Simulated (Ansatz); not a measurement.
**Worked example: Ga(CH3)Cl → CH3 + GaCl**

Species: Ga(CH3)Cl, doublet; CH3 (methyl radical) `[CH3]`, doublet; GaCl, singlet. 

Shapes, held fixed at every level: PBE0-D4/def2-TZVP. Programs: Ansatz 0.2.0. The zero-point and thermal change to 298 K, harmonic and unscaled (PBE0-D4/def2-TZVP), is -10.2 kJ/mol.

At CCSD(T)/def2-TZVPP; 1 Eh = 2625.50 kJ/mol:

| species | energy (Eh) |
| --- | --- |
| Ga(CH3)Cl | -2423.052897 |
| CH3 | -39.761719 |
| GaCl | -2383.250812 |

Work out ΔH(298 K) of the reaction at this level.


1. Products less reactants: (-39.761719) + (-2383.250812) − [(-2423.052897)] = 0.040366 Eh = +106.0 kJ/mol.
2. With the thermal change: +106.0 + (-10.2) = +95.8 kJ/mol.

Other levels give +47.5 (HF/def2-SVP) to +143.7 kJ/mol (SPW92/def2-TZVPP). No measured value is set beside it here. Open shells run unrestricted unless RO is named. Relativity is left out for Ga unless named. Correlated rows may include outer-core shells of Ga, which these sets cover unevenly.
